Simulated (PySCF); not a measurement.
Compound: C5H11B.
Bonds: B1–C2, C2–C3, C3–C4, C4–C5, C5–C6, C2–C6. Hydrogens: H7, H8 on B1; H9 on C2; H10, H11 on C3; H12, H13 on C4; H14, H15 on C5; H16, H17 on C6.

The closed-shell SCF was solved with PySCF and density fitting under several settings on one GFN2-xTB geometry (grid level 2 and gas phase unless stated).

```tsv
settings	basis functions	SCF cycles	E (Eh)	HOMO (eV)	LUMO (eV)	dipole (D)
PBE0/pcSseg-1	157	12	-221.6639	-8.56	-1.33	0.54
PBE0/def2-SVPD	208	12	-221.5480	-8.53	-1.34	0.60
```

Question: Estimate the row for these settings: PBE0/pcSseg-1, IEF-PCM acetone, damping 0.1 at the start, DIIS from the seventh cycle.

Answer: 
```
                                                                             settings  basis functions  SCF cycles     E (Eh)  HOMO (eV)  LUMO (eV)  dipole (D)
PBE0/pcSseg-1, IEF-PCM acetone, damping 0.1 at the start, DIIS from the seventh cycle              157          13  -221.6653      -8.44      -1.23        0.66
```

Question: Over all rows, what range does the HOMO–LUMO gap span?

Answer: From 7.19 eV (PBE0/def2-SVPD) to 7.23 eV (PBE0/pcSseg-1).

Question: And the dipole moment?

Answer: From 0.54 D (PBE0/pcSseg-1) to 0.66 D (PBE0/pcSseg-1, IEF-PCM acetone, damping 0.1 at the start, DIIS from the seventh cycle); the largest is 1.22 times the smallest, and the median is 0.60 D.

Question: Compare two rows with the functional PBE0: PBE0/pcSseg-1 and PBE0/def2-SVPD. Which energy is lower, and by how much?

Answer: PBE0/pcSseg-1 (157 functions) lies 0.1159 Eh or 73 kcal/mol below PBE0/def2-SVPD (208 functions). The smaller set gives the lower energy; the two sets aren't nested, so the variational bound doesn't order them by size.

Whole jobs, the steps after the SCF included, on Arm Neoverse V1, one thread (shared host):

| settings | work after the SCF | wall time | peak memory |
| --- | --- | --- | --- |
| PBE0/pcSseg-1 | shieldings, ring-centre shieldings, charges and field gradients, density and orbital grids written | 22 s | 0.73 GiB |
| PBE0/def2-SVPD | 6 singlets by full TDDFT, 2 Tamm–Dancoff triplets, polarisability, density and orbital grids written | 30 s | 0.86 GiB |
| PBE0/pcSseg-1, IEF-PCM acetone, damping 0.1 at the start, DIIS from the seventh cycle | shieldings, ring-centre shieldings, charges and field gradients | 21 s | 0.95 GiB |

Cycle counts include a coarse-grid stage where the run had one. The structure is a single GFN2-xTB conformer; no vibrational corrections.
